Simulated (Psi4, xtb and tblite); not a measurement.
Two geometries of SMILES c1ccc(B(c2ccccc2)c2ccccc2)cc1 (C18H15B), relaxed at GFN2-xTB with one dihedral held; other torsions can differ between them too.

Structure A

```
34

C      3.7133    -2.3156    -0.0493
C      2.6540    -2.7657     0.7217
C      1.4755    -2.0448     0.7677
C      1.3222    -0.8478     0.0583
B      0.0002    -0.0244     0.1028
C     -1.3882    -0.7170     0.2464
C     -1.6189    -2.0215    -0.2055
C     -2.8604    -2.6177    -0.0866
C     -3.9079    -1.9292     0.5033
C     -3.7079    -0.6357     0.9580
C     -2.4698    -0.0379     0.8201
C      0.0630     1.5254    -0.0968
C     -0.6190     2.1361    -1.1519
C     -0.5218     3.4963    -1.3813
C      0.2519     4.2876    -0.5486
C      0.9372     3.7052     0.5048
C      0.8556     2.3410     0.7145
C      2.4156    -0.4059    -0.6955
C      3.5893    -1.1328    -0.7600
H      4.6327    -2.8818    -0.0926
H      2.7485    -3.6834     1.2851
H      0.6584    -2.4010     1.3795
H     -0.8114    -2.5652    -0.6754
H     -3.0137    -3.6238    -0.4507
H     -4.8769    -2.3968     0.6038
H     -4.5233    -0.0922     1.4140
H     -2.3236     0.9739     1.1721
H     -1.2324     1.5271    -1.8019
H     -1.0542     3.9429    -2.2092
H      0.3222     5.3519    -0.7211
H      1.5454     4.3162     1.1569
H      1.4038     1.8929     1.5320
H      2.3296     0.5191    -1.2485
H      4.4146    -0.7745    -1.3590
```

Structure B

```
34

C      3.7276    -2.2554     0.5017
C      2.5838    -2.8941     0.0510
C      1.4078    -2.1837    -0.1000
C      1.3399    -0.8133     0.1765
B      0.0163    -0.0078     0.0022
C     -1.3631    -0.6851     0.2664
C     -2.5071    -0.3045    -0.4444
C     -3.7317    -0.9039    -0.2177
C     -3.8531    -1.8921     0.7456
C     -2.7394    -2.2796     1.4728
C     -1.5132    -1.6902     1.2286
C      0.0728     1.4965    -0.4080
C      0.9889     1.9564    -1.3601
C      1.0257     3.2836    -1.7449
C      0.1554     4.1966    -1.1722
C     -0.7576     3.7689    -0.2221
C     -0.8048     2.4364     0.1426
C      2.5137    -0.1910     0.6168
C      3.6875    -0.9004     0.7877
H      4.6460    -2.8106     0.6279
H      2.6105    -3.9502    -0.1779
H      0.5219    -2.6911    -0.4558
H     -2.4230     0.4665    -1.1977
H     -4.5973    -0.5974    -0.7880
H     -4.8111    -2.3568     0.9299
H     -2.8290    -3.0472     2.2286
H     -0.6514    -1.9975     1.8046
H      1.6742     1.2517    -1.8107
H      1.7378     3.6108    -2.4894
H      0.1880     5.2362    -1.4653
H     -1.4392     4.4768     0.2282
H     -1.5235     2.1114     0.8822
H      2.4930     0.8663     0.8417
H      4.5771    -0.3968     1.1390
```

Task: Which is lower in energy at the level Psi4 with B3LYP-D3(BJ)/def2-SVP // GFN2-xTB, and by how much?

Result: B is lower, by 1.61 kcal/mol (dihedral C4–B5–C12–C13: 120° in A, 40° in B).

E(B) − E(A) in kcal/mol at the other levels, on the same two geometries: GFN2-xTB (xtb and tblite) -0.86; B3LYP/def2-SVP // GFN2-xTB (Psi4) -1.32; PBE/def2-SVP // GFN2-xTB (Psi4) -1.41; PBE-D3(BJ)/def2-SVP // GFN2-xTB (Psi4) -1.57.
